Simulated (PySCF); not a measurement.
Predicted microwave data (CAM-B3LYP/def2-SVPD in PySCF (dipole) on a GFN2-xTB geometry, gas phase) for one isomer of C5H9ClSi2:

* Rotational constants: A = 3139, B = 538.8, C = 505.7 MHz
* Dipole components: |μa| = 2.06 D, |μb| = 0.38 D, |μc| = 0.70 D
* Inertial defect: -99.56 u·Å²
* κ: -0.97

Question: Which candidate fits, each taken in the one conformer that was computed?
A. `[CH:1]#[C:2][C@@H:3]1[SiH2:4][CH2:5][Si@H:6]1[CH2:7][Cl:8]` with C5–Si6–C7–Cl8 -73°
B. `[SiH3:1][CH2:2][C:3]1=[CH:4][CH:5]=[C:6]([Cl:7])[SiH2:8]1` with Si1–C2–C3–C4 -94°
C. `[CH3:1][C:2]1=[CH:3][SiH2:4][CH:5]=[CH:6][Si@@H:7]1[Cl:8]` with C2–C3–Si4–C5 13°, C3–Si4–C5–C6 -13°, C5–C6–Si7–Cl8 134°, C1–C2–Si7–C6 166°

Answer: B. It is [SiH3]CC1=CC=C(Cl)[SiH2]1, a near-prolate asymmetric top, point group C1. The candidates at the same level (rigid rotor, commonest isotopes):

| SMILES | A (MHz) | B (MHz) | C (MHz) | μa (D) | μb (D) | μc (D) | Δ (u·Å²) | point group | rotor |
| --- | --- | --- | --- | --- | --- | --- | --- | --- | --- |
| CC1=C[SiH2]C=C[Si@@H]1Cl | 1828 | 917.3 | 655.3 | 1.11 | 0.43 | 0.40 | -56.17 | C1 | asymmetric top |
| [SiH3]CC1=CC=C(Cl)[SiH2]1 | 3139 | 538.8 | 505.7 | 2.06 | 0.38 | 0.70 | -99.56 | C1 | near-prolate asymmetric top |
| C#C[C@@H]1[SiH2]C[Si@H]1CCl | 2126 | 643.5 | 538.9 | 0.58 | 0.66 | 0.97 | -85.37 | C1 | asymmetric top |

`CC1=C[SiH2]C=C[Si@@H]1Cl` has B 70 % too high; `C#C[C@@H]1[SiH2]C[Si@H]1CCl` has A 32 % too low. No structure here is proved a minimum.
